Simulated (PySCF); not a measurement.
A structure optimised at PBE-D3(BJ)/def2-SVP, used in a PySCF frequency run:

```xyz
14

O      2.4099     1.1052     1.4340
Si     2.0093    -0.1674     0.4107
N      0.4387    -0.0008    -0.3345
Si    -0.9947    -0.9957    -0.1877
C     -2.4804     0.2032    -0.2524
F     -2.3062     1.0025    -1.3951
H      1.7885     1.2424     2.1705
H      3.1102    -0.1337    -0.6029
H      1.9452    -1.4872     1.1325
H      0.3261     0.7642    -1.0120
H     -0.9530    -1.7388     1.1194
H     -1.1609    -1.9850    -1.3125
H     -2.5107     0.8639     0.6439
H     -3.4610    -0.3203    -0.3203
```

**Question.** Write its SMILES and formula.

**Answer.** O[SiH2]N[SiH2]CF, CH8FNOSi2

**Question.** What are its rotational constants (standard atomic weights)?

**Answer.** 4.5363, 0.93850, 0.86214 GHz
